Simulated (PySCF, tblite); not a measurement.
Compound: C₅H₉NO₂Si.
Cartesian coordinates in Å at the GFN2-xTB level; atoms count from 1:
```
atom  x, y, z in Å
C1     2.342   -0.213    0.208
C2     1.397    0.158   -0.928
O3     0.187    0.751   -0.475
C4    -0.717   -0.057    0.260
Si5   -2.198    1.183   -0.074
C6    -0.423   -0.154    1.656
N7    -0.204   -0.218    2.779
C8    -1.120   -1.354   -0.318
O9    -0.973   -1.692   -1.465
H10    1.927   -1.015    0.815
H11    3.289   -0.547   -0.206
H12    2.518    0.649    0.848
H13    1.181   -0.717   -1.550
H14    1.842    0.935   -1.556
H15   -1.669    2.450    0.407
H16   -2.383    1.117   -1.514
H17   -3.370    0.735    0.681
H18   -1.632   -2.003    0.421
```

Theory: PBE0/pcSseg-1 in PySCF (dipole) on a GFN2-xTB geometry, gas phase.

Masses are those of the commonest isotopes; rigid-rotor values at the optimised geometry. The values belong to one conformer with, in the numbering `[CH3:1][CH2:2][O:3][C@:4]([SiH3:5])([C:6]#[N:7])[CH:8]=[O:9]`, C1–C2–O3–C4 -67°, C2–O3–C4–Si5 -162°, O3–C4–C8–O9 -16°.

Q: What are A, B and C (cm⁻¹)?

A: Ia = 324.97, Ib = 416.22, Ic = 503.25 u·Å²; 505379 MHz·u·Å²/I gives 1555, 1214 and 1004 MHz, that is A = 0.05188, B = 0.04050, C = 0.03350 cm⁻¹.

Q: Classify the top.

A: An asymmetric top; Ray's κ = -0.238.

Q: What does the inertial defect say?

A: Not planar: Δ = Ic − Ia − Ib = -237.94 u·Å². For a rigid frame Δ = −2 Σ m c², so Σ m c² = 118.97 u·Å² lies off the ab plane: 14.98 from hydrogen and 103.99 from heavier atoms. The atom farthest from that plane is 2.21 Å away.

Q: Which types of transition are allowed, and where do some lines up to J = 4 fall?

A: The dipole components are |μa| = 0.66 D, |μb| = 1.23 D, |μc| = 1.18 D. The squared components, which scale the intensities, stand as 0.28 : 1.00 : 0.91 (a : b : c). Some lines, for components of 0.1 D or more:

| type | branch | J(Ka,Kc) | MHz | lower level (cm⁻¹) |
| --- | --- | --- | --- | --- |
| c | Q | 3(2,2) ← 3(1,2) | 763 | 0.478 |
| c | Q | 2(2,1) ← 2(1,1) | 1023 | 0.247 |
| b | Q | 4(2,2) ← 4(1,3) | 1263 | 0.782 |
| b | Q | 3(1,2) ← 3(0,3) | 1336 | 0.433 |
| c | Q | 3(3,1) ← 3(2,1) | 1954 | 0.514 |
| b | Q | 3(2,2) ← 3(1,3) | 2007 | 0.437 |
| a | R | 1(0,1) ← 0(0,0) | 2218 | 0.000 |
| b | Q | 3(3,1) ← 3(2,2) | 2269 | 0.503 |
| b | Q | 4(3,2) ← 4(2,3) | 2433 | 0.798 |
| b | R | 1(1,1) ← 0(0,0) | 2559 | 0.000 |
| c | Q | 4(4,1) ← 4(3,1) | 2928 | 0.882 |
| b | Q | 4(4,0) ← 4(3,1) | 2931 | 0.882 |
| a | R | 2(1,1) ← 1(1,0) | 4647 | 0.092 |
| a | R | 3(2,2) ← 2(2,1) | 6655 | 0.281 |
| c | R | 3(2,2) ← 2(1,2) | 8308 | 0.226 |
| a | R | 4(1,4) ← 3(1,3) | 8347 | 0.437 |
| a | R | 4(2,3) ← 3(2,2) | 8817 | 0.503 |
| b | R | 3(3,1) ← 2(2,0) | 8853 | 0.284 |
| b | R | 3(3,0) ← 2(2,1) | 8940 | 0.281 |
| c | R | 4(2,2) ← 3(1,2) | 10361 | 0.478 |
| b | R | 4(3,1) ← 3(2,2) | 11354 | 0.503 |

Its GFN2-xTB frequencies are all real (lowest 26 cm⁻¹). Zero-point vibration and centrifugal distortion are left out. A rigid rotor knows nothing of internal rotation, which can split or shift real lines. Quadrupole hyperfine structure (14N) is left out.
